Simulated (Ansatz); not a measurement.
Breaking a bond: SeLi (cation, charge +1), lowest singlet found (which spin is the ground state isn't settled by this scan).

Computed with: RHF/aug-cc-pVDZ (Ansatz, a first-principles code); RMP2 = MP2 on RHF/aug-cc-pVDZ, cores with 3d frozen (Ansatz); RCCSD = CCSD on RHF/aug-cc-pVDZ, cores with 3d frozen run with Ansatz; RCCSD(T) = CCSD(T) on RHF/aug-cc-pVDZ, cores with 3d frozen (Ansatz); RKS-PBE = restricted PBE/aug-cc-pVDZ run with Ansatz; RKS-B3LYP = restricted B3LYP/aug-cc-pVDZ (Ansatz); FCI = full CI/aug-cc-pVDZ, cores with 3d frozen in Ansatz.

All curves are set to zero at 2.69 Å and compared with full CI in the same basis at 2.69, 2.79, 2.97, 3.11, 3.36, 3.63, 3.94, 4.42, 4.86, 5.49, 6.25, 7.24, 8.49 Å.

### Question
Which method stays most parallel to full CI over these points, and which least?

### Answer
RMP2 has the smallest spread and RKS-PBE the largest. In order (kJ/mol): RMP2 1.45, RHF 2.84, RKS-B3LYP 4.70, RCCSD 4.77, RCCSD(T) 5.39, RKS-PBE 6.01.

Errors against full CI at some of the points (kJ/mol):

| method | 3.36 Å | 3.94 Å | 5.49 Å | 6.25 Å | 8.49 Å |
|---|---|---|---|---|---|
| RMP2 | -0.1 | -0.6 | -1.2 | -1.3 | -1.4 |
| RHF | 0.4 | -0.6 | -2.0 | -2.1 | -2.2 |
| RKS-B3LYP | 2.9 | 3.3 | 4.6 | 4.7 | 4.6 |
| RCCSD | -0.6 | -1.7 | -3.8 | -4.3 | -4.8 |
| RCCSD(T) | -0.7 | -1.7 | -4.0 | -4.6 | -5.4 |
| RKS-PBE | 2.5 | 3.3 | 5.6 | 5.9 | 6.0 |

The restricted form behind RHF, RMP2, RKS-PBE, RKS-B3LYP keeps the bonding electrons paired and can't separate into open-shell fragments. Also computed but left out beside FCI, since their determinant holds another spin at the minimum (<S²> over 0.7 above the pure value): UHF, UMP2, UCCSD, UCCSD(T), UKS-PBE, UKS-B3LYP, UKS-B3LYP/6-31G*, UMP2/3-21G, UMP2/6-31G*, UKS-BP86/6-31G*.
